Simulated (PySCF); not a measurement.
C6H11O2P.
Atom-mapped SMILES: `[O:1]=[P:2]([OH:3])([CH:4]1[CH2:5][CH2:6]1)[CH:7]1[CH2:8][CH2:9]1` (hydrogens: H10 on O3; H11 on C4; H12, H13 on C5; H14, H15 on C6; H16 on C7; H17, H18 on C8; H19, H20 on C9)

Structure used (PBE0-D3(BJ)/def2-SVP), in Å, numbered top down from 1:
```
atom  x, y, z in Å
O1    -0.4436    0.9671    1.5857
P2    -0.0583    0.6114    0.1860
O3     0.3859    1.9180   -0.6947
C4    -1.4104   -0.1423   -0.7190
C5    -2.2714   -1.1285    0.0294
C6    -2.8067    0.2255   -0.2890
C7     1.3600   -0.4822   -0.0047
C8     2.4402   -0.4135    1.0430
C9     2.7232    0.0631   -0.3401
H10   -0.0502    2.6973   -0.3252
H11   -1.2268   -0.3203   -1.7836
H12   -2.0118   -1.3270    1.0732
H13   -2.6469   -1.9898   -0.5288
H14   -2.8928    0.9300    0.5429
H15   -3.5618    0.3259   -1.0723
H16    1.0959   -1.4719   -0.3913
H17    2.8738   -1.3596    1.3766
H18    2.3032    0.3270    1.8363
H19    3.3574   -0.5481   -0.9873
H20    2.7921    1.1393   -0.5165
```

Level: PBE0/pcSseg-1 in PySCF, non-relativistic, on one gas-phase PBE0-D3(BJ)/def2-SVP geometry that isn't relaxed in the solvent. The solvent is an IEF-PCM continuum (Bondi radii, 1.10 Å for H, scaled by 1.2). Specific hydrogen bonds and non-electrostatic terms are outside this model.

Gas phase at PBE0/pcSseg-1: HOMO -7.73 eV, LUMO 0.97 eV, dipole 2.71 D.

Question: What does the continuum do to the energy, the frontier levels and the dipole at PBE0/pcSseg-1 in methanol and acetonitrile?

Answer: 
```tsv
solvent	ε	E(solvent) − E(gas) (kJ/mol)	polarisation term (kJ/mol)	distortion of the solute (kJ/mol)	HOMO (eV)	LUMO (eV)	dipole (D)
methanol	32.61	-41.50	-47.11	5.61	-7.97	1.18	3.70
acetonitrile	35.69	-41.68	-47.35	5.67	-7.97	1.18	3.71
```

The polarisation term is half the interaction of the solute with the surface charges that it induces; the rest is the cost of distorting the solute's density. The sum is the electrostatic part of solvation alone. From methanol to acetonitrile the lowering changes by a factor 1.00, Onsager's factor (ε − 1)/(2ε + 1) by 1.00 and ε itself by 1.1.

Question: Which radius a makes the point-dipole formula ΔE = −[(ε − 1)/(2ε + 1)]·μ²/a³ give the value in acetonitrile, with the gas-phase dipole?

Answer: μ = 1.066 au and |ΔE| = 0.01588 Eh give a = 1.72 Å; the farthest nucleus lies 3.73 Å from the centroid of the nuclei, so such a sphere wouldn't even hold the nuclei. The formula assumes a rigid point dipole at the centre of a sphere.

Question: Give the dipole vector in the frame of the coordinates (D, pointing from negative to positive charge), gas and acetonitrile.

Answer: Gas (0.10, -1.09, -2.48), solvent (0.14, -1.49, -3.39). Its length changes by +37 % and its direction by less than 1°.

Question: Which ESP-fitted charges (PBE0/pcSseg-1) respond most in acetonitrile (means over atoms taken as equivalent)?

Answer: 
```json
{"atoms": "P2", "environment": "phosphoryl phosphorus", "gas (e)": "+0.913", "solvent (e)": "+1.007", "change": "+0.094"}
{"atoms": "O1", "environment": "phosphoryl oxygen", "gas (e)": "-0.605", "solvent (e)": "-0.688", "change": "-0.083"}
{"atoms": "O3", "environment": "hydroxyl oxygen", "gas (e)": "-0.646", "solvent (e)": "-0.688", "change": "-0.042"}
{"atoms": "C4/C7", "environment": "sp3 carbon bound to phosphorus", "gas (e)": "-0.316", "solvent (e)": "-0.355", "change": "-0.039"}
{"atoms": "H10", "environment": "hydroxyl hydrogen", "gas (e)": "+0.446", "solvent (e)": "+0.482", "change": "+0.036"}
{"atoms": "H11/H16", "environment": "methine hydrogen", "gas (e)": "+0.186", "solvent (e)": "+0.215", "change": "+0.029"}
{"atoms": "H13/H17", "environment": "methylene hydrogen", "gas (e)": "+0.161", "solvent (e)": "+0.179", "change": "+0.018"}
{"atoms": "H15/H19", "environment": "methylene hydrogen", "gas (e)": "+0.147", "solvent (e)": "+0.165", "change": "+0.018"}
```

Question: Which Mayer bond orders change most in acetonitrile?

Answer: 
```tsv
bond	length (Å)	gas	solvent	change
O1–P2	1.495	1.839	1.766	-0.073
P2–C4	1.793	0.912	0.929	+0.017
P2–C7	1.801	0.879	0.895	+0.016
O3–H10	0.967	0.930	0.917	-0.013
P2–O3	1.637	0.985	0.996	+0.011
C7–H16	1.095	0.938	0.932	-0.006
C4–H11	1.095	0.928	0.923	-0.005
C9–H19	1.093	0.953	0.948	-0.005
```

Question: How do the nuclear quadrupole coupling constants eQVzz/h respond in acetonitrile?

Answer: 
```json
{"nucleus": "17O at O1", "Q (barn)": "-0.0256", "gas (MHz)": "-5.12", "solvent (MHz)": "-5.14", "η gas": "0.26", "η solvent": "0.24"}
{"nucleus": "17O at O3", "Q (barn)": "-0.0256", "gas (MHz)": "-9.06", "solvent (MHz)": "-8.65", "η gas": "0.86", "η solvent": "0.92"}
```

On an AMD EPYC 9R45 with one thread, shared host with 96 logical CPUs at a one-minute load of 36, this took 24 s wall and 1.3 GiB of memory at its peak. This is the whole shielding run at PBE0/pcSseg-1 in acetonitrile, SCF included.
